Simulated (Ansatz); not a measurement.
Abridged output of a molecular run in Ansatz:

```
Functional definition: HF
820 factors; integrals over basis functions are off by at most 1.0e-3 eV
mean field evaluation 1: about -28021.2554 eV, gradient 2.6e1 eV
mean field evaluation 2: about -28021.2611 eV, gradient 2.6e1 eV
mean field evaluation 4: about -28023.1773 eV, gradient 2.5e0 eV
mean field evaluation 8: about -28023.2108 eV, gradient 1.4e-1 eV
mean field evaluation 16: about -28023.2024 eV, gradient 5.0e-1 eV
mean field -28023.21091608 eV, -1029.8340063512 hartree, gradient 1.6e-6 eV, S^2 0.000000; 0 other end points of the search recorded, 0 dependent functions left out
16 core orbitals not correlated: weight in the atoms' cores, before any rotation towards them, 1.000 or more for the frozen orbitals, at most 0.000 for the correlated occupied ones
reference -28023.21091608 eV, -1029.8340063512 hartree; 12, 12 occupied and 60, 60 virtual orbitals, 820 factors
second order -13.08386882 eV of doubles, -0.00000000 eV of singles
cycle   1  -13.87651196 eV  change   -7.9e-1 eV  update   9.5e-2
cycle   2  -14.28284383 eV  change   -4.1e-1 eV  update   3.0e-2
cycle   3  -14.37634584 eV  change   -9.4e-2 eV  update   1.5e-2
cycle   4  -14.37310972 eV  change    3.2e-3 eV  update   3.4e-3
cycle   5  -14.37142684 eV  change    1.7e-3 eV  update   1.3e-3
cycle   6  -14.37145228 eV  change   -2.5e-5 eV  update   4.1e-4
cycle   7  -14.37133901 eV  change    1.1e-4 eV  update   1.4e-4
cycle   8  -14.37131574 eV  change    2.3e-5 eV  update   5.2e-5
cycle   9  -14.37133641 eV  change   -2.1e-5 eV  update   2.0e-5
perturbative correction -0.34598512 eV, -0.0127147185 hartree
Total energy: -28037.92823760 eV, -1030.3748579415 hartree
```

Its atoms:

```xyz
8

F    -2.328    0.612    0.042
Si   -1.124   -0.413   -0.227
Al    1.008   -0.456    0.865
S     0.516    0.767   -1.296
H    -1.579   -1.322   -1.314
H     1.310    0.669    1.936
H     1.902   -1.718    0.535
H     0.296    1.861   -0.543
```

Which basis set was used?
A. def2-QZVPP
B. def2-SVPD
C. cc-pV(T+d)Z
D. def2-SVP

D. It gives 88 functions.

Write the keys of the input that set method, charge and spin (a neutral closed shell needs none for the last two).


```yaml
correlation: {method: ccsd_t}
```
